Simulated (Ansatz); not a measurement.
```yaml
crystal:
  periodic: [false, false, false]
  atoms:
    - {symbol: C, position_ang: [6.944549, -1.189880, 0.310734]}
    - {symbol: C, position_ang: [5.504880, -1.086311, -0.146261]}
    - {symbol: O, position_ang: [4.664887, -1.951303, 0.018821]}
    - {symbol: S, position_ang: [5.147895, 0.476533, -0.981702]}
    - {symbol: C, position_ang: [3.370577, 0.218139, -1.317125]}
    - {symbol: C, position_ang: [2.475738, 0.497445, -0.110445]}
    - {symbol: C, position_ang: [0.991675, 0.296686, -0.428891]}
    - {symbol: C, position_ang: [0.102540, 0.526231, 0.800487]}
    - {symbol: N, position_ang: [-1.310825, 0.360652, 0.537085]}
    - {symbol: C, position_ang: [-2.010195, -0.840402, 0.601723]}
    - {symbol: C, position_ang: [-1.553363, -2.119352, 0.963996]}
    - {symbol: C, position_ang: [-2.483188, -3.168298, 0.958242]}
    - {symbol: C, position_ang: [-3.832995, -2.955777, 0.597599]}
    - {symbol: C, position_ang: [-4.282385, -1.681079, 0.230377]}
    - {symbol: C, position_ang: [-3.371517, -0.609236, 0.226423]}
    - {symbol: C, position_ang: [-3.477012, 0.800072, -0.093701]}
    - {symbol: C, position_ang: [-4.530052, 1.628852, -0.520996]}
    - {symbol: C, position_ang: [-4.278219, 2.987336, -0.751288]}
    - {symbol: C, position_ang: [-2.984681, 3.523187, -0.560270]}
    - {symbol: C, position_ang: [-1.916389, 2.721475, -0.134944]}
    - {symbol: C, position_ang: [-2.174753, 1.360220, 0.101941]}
    - {symbol: H, position_ang: [7.105548, -2.178778, 0.777633]}
    - {symbol: H, position_ang: [7.175221, -0.388320, 1.041459]}
    - {symbol: H, position_ang: [7.633427, -1.059793, -0.548174]}
    - {symbol: H, position_ang: [3.260514, -0.833151, -1.653193]}
    - {symbol: H, position_ang: [3.131449, 0.884596, -2.171115]}
    - {symbol: H, position_ang: [2.652633, 1.534295, 0.251092]}
    - {symbol: H, position_ang: [2.775868, -0.183258, 0.714391]}
    - {symbol: H, position_ang: [0.819412, -0.733288, -0.809697]}
    - {symbol: H, position_ang: [0.672561, 0.986891, -1.240361]}
    - {symbol: H, position_ang: [0.262440, 1.548438, 1.203929]}
    - {symbol: H, position_ang: [0.389627, -0.173031, 1.614111]}
    - {symbol: H, position_ang: [-0.503921, -2.300891, 1.238729]}
    - {symbol: H, position_ang: [-2.151147, -4.179880, 1.237789]}
    - {symbol: H, position_ang: [-4.534743, -3.803175, 0.603492]}
    - {symbol: H, position_ang: [-5.333441, -1.517670, -0.053250]}
    - {symbol: H, position_ang: [-5.537744, 1.212428, -0.672678]}
    - {symbol: H, position_ang: [-5.093005, 3.646232, -1.086727]}
    - {symbol: H, position_ang: [-2.808966, 4.592817, -0.751899]}
    - {symbol: H, position_ang: [-0.912898, 3.150380, 0.002662]}
basis:
  gaussian: {orbitals: def2-TZVP, fitting: {mean_field: def2-universal-jkfit}}
hamiltonian: {xc: {name: HF}}
scf: {omitted_lower_state_checks: [starts]}
```

```sh
$ ansatz run in.yaml --threads 2 --pin off --events-out ev --progress --plain --max-ram 20480MiB --backend cuda --devices 0, --max-vram 18GiB
```

It prints (some lines left out):

```
Functional definition: HF
  name "HF"
  cite "Fock, Z. Phys. 61, 126 (1930) doi:10.1007/BF01340294"
  parent pbe
  exchange = exact_x
  correlation = 0
these checks for a lower state are left out or cut short: starts
1974 factors; integrals over basis functions are off by at most 8.8e-1 eV
mean field evaluation 1: about -33179.9375 eV, gradient 7.0e1 eV
mean field evaluation 2: about -33190.7818 eV, gradient 3.8e1 eV
mean field evaluation 4: about -33193.8141 eV, gradient 3.6e0 eV
mean field evaluation 8: about -33193.8541 eV, gradient 3.7e-4 eV
mean field -33193.85413640 eV, -1219.8516399104 hartree, gradient 1.7e-5 eV, S^2 0.000000; 0 other end points of the search recorded, 0 dependent functions left out
reference -33193.85413640 eV, -1219.8516399104 hartree; 79, 79 occupied and 692, 692 virtual orbitals, 1974 factors
Total energy: -33193.85413640 eV, -1219.8516399104 hartree
Checks for a lower state left out: starts
```

Run time 3.4 s (2 threads of AMD EPYC 7R13 on a shared host and a share (18 GiB) of an NVIDIA H100 80GB HBM3).
